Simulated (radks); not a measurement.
Trend from Lu to Hg: ionisation energy by Delta-SCF between NIST ground configurations, and size. All-electron calculation, Dirac Kohn-Sham, PBEsol, spin-unpolarised, spherical densities, finite nucleus; open shells fill j = l - 1/2 first; Fermi nuclear charge, rms radius of each element as measured or else 0.836 A^(1/3) + 0.57 fm. Program: a radial shooting solver on a logarithmic mesh with Libxc functionals.

species,configuration,IE (eV),NIST (eV),kind,-e(HOMO) (eV),outermost,<r> outermost (bohr),r at 0.001 e/bohr^3 (bohr)
Lu,[Xe] 4f14 5d1 6s2,5.488,5.426,exp.,1.888 (5d3/2),6s1/2,3.64,5.05
Hf,[Xe] 4f14 5d2 6s2,6.740,6.825,exp.,2.849 (5d3/2),6s1/2,3.45,4.97
Ta,[Xe] 4f14 5d3 6s2,8.405,7.550,exp.,3.772 (5d3/2),6s1/2,3.31,4.88
W,[Xe] 4f14 5d4 6s2,8.803,7.864,exp.,4.682 (5d3/2),6s1/2,3.18,4.78
Re,[Xe] 4f14 5d5 6s2,9.200,7.834,exp.,4.839 (5d5/2),6s1/2,3.07,4.69
Os,[Xe] 4f14 5d6 6s2,9.556,8.438,exp.,5.705 (5d5/2),6s1/2,2.98,4.60
Ir,[Xe] 4f14 5d7 6s2,9.881,8.967,exp.,6.335 (6s1/2),6s1/2,2.89,4.52
Pt,[Xe] 4f14 5d9 6s1,9.218,8.959,exp.,5.628 (5d5/2),6s1/2,2.91,4.35
Au,[Xe] 4f14 5d10 6s1,9.450,9.226,exp.,5.813 (6s1/2),6s1/2,2.85,4.27
Hg,[Hg],10.746,10.438,exp.,6.873 (6s1/2),6s1/2,2.68,4.30

Reference values: NIST Atomic Spectra Database (exp. = measured, semi-emp. = semi-empirical, theory = theoretical value adopted there). Spin polarisation and multiplet splitting are left out, so open shells lie too high by an amount that depends on their filling.

Beside tabulated values, note that spin-unpolarised runs miss the spin-polarisation part of the exchange energy of open shells.
